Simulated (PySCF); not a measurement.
Species: C3H6F2Si2.
Numbering: `[CH:1]#[C:2][SiH2:3][CH2:4][SiH:5]([F:6])[F:7]` (hydrogens: H8 on C1; H9, H10 on Si3; H11, H12 on C4; H13 on Si5)

Geometry (GFN2-xTB, Å), atoms numbered from 1 in this order:
```xyz
13
C3H6F2Si2 angstrom
C      2.8083   -0.3322    0.8664
C      1.9184    0.3074    0.3717
Si     0.5543    1.3001   -0.3901
C     -1.0947    0.5265    0.1837
Si    -1.3592   -1.2501   -0.3663
F     -2.8702   -1.7089   -0.0830
F     -1.3065   -1.3200   -1.9659
H      3.5859   -0.8941    1.2996
H      0.6833    1.2520   -1.8485
H      0.6367    2.6793    0.1114
H     -1.9137    1.1397   -0.1977
H     -1.1528    0.5847    1.2706
H     -0.4942   -2.2838    0.1466
```

The calculation used PySCF, TDDFT wB97X-D/def2-SVPD, vertical, gas phase, core orbitals frozen in the response.

Ground-to-excited transition dipoles (e·a0, same axes as the geometry; the sign carries no meaning), for the states with f of 0.002 or more among the lowest 8:

| state | E (eV) | μx | μy | μz |
| --- | --- | --- | --- | --- |
| S3 | 6.433 | 0.084 | 0.090 | -0.022 |
| S4 | 8.005 | -0.201 | 0.096 | -0.044 |
| S5 | 8.095 | 0.242 | -0.010 | 0.374 |
| S6 | 8.256 | -0.971 | 0.198 | -0.154 |
| S7 | 8.345 | 0.595 | 0.379 | 0.083 |
| S8 | 8.578 | -0.824 | 0.369 | -0.257 |

Question: What oscillator strength does each state have?

Answer: f = (2/3) ΔE |μ|² with ΔE in hartree (27.2114 eV).

```csv
state,|μ|² (au),|μ| (D),f
S3,0.016,0.32,0.002
S4,0.052,0.58,0.010
S5,0.198,1.13,0.039
S6,1.005,2.55,0.203
S7,0.504,1.80,0.103
S8,0.882,2.39,0.185
```

Question: Which bond between heavy atoms lies closest to the direction of the S6 transition dipole?

Answer: C1–C2 and C2–Si3, at 28° from it; next Si5–F6 at 34°.

Question: What angle do the transition dipoles of S4 and S7 make?

Answer: |cos θ| = |μa·μb| / (|μa| |μb|) = 0.54, so θ ≈ 57° (taken between 0 and 90°, since the signs are arbitrary).

Question: How is the summed strength of these states shared among x, y and z?

Answer: (2/3) Σ ΔE μα² gives 0.426 for x, 0.069 for y and 0.048 for z, 0.544 in all.

Question: What peak molar absorption coefficient would the strongest computed level give as a lone Gaussian band 0.4 eV wide at half height?

Answer: ε(max) = 2.175×10⁸ f / FWHM, with the width in cm⁻¹. S6: 2.175×10⁸ × 0.2033 / 3226 ≈ 14000 L mol⁻¹ cm⁻¹.

Hardware: an Intel Xeon at 2.50 GHz with one thread, no GPU, shared host with 64 logical CPUs at a one-minute load of 62. Cost: 2.0 min of wall time (with the writing of density and orbital grids), 0.87 GiB resident at most.

One conformer stands for the species.
